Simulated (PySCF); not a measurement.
C3Si, SMILES [C]1[c+]2[si-2][c+]21 (connectivity only; charge and spin as stated), neutral, multiplicity 1.

Geometry optimised at r2SCAN-D4/def2-TZVP.

Calculation: PySCF with PBE/def2-TZVPD.

Symmetry labels are those of the subgroup C2v that the program uses (full group C2v).

Computed valence orbital energies around the gap with their symmetry:
```
orbital  symmetry  energy (eV)
-------  --------  -----------
HOMO−7         A1       -23.56
HOMO−6         A1       -15.75
HOMO−5         B2       -12.33
HOMO−4         B1       -10.26
HOMO−3         A1        -9.49
HOMO−2         B2        -8.27
HOMO−1         A1        -7.40
HOMO           A1        -5.62
LUMO           B1        -4.82
LUMO+1         A2        -2.89
LUMO+2         B2        -2.15
LUMO+3         B1        -1.40
```
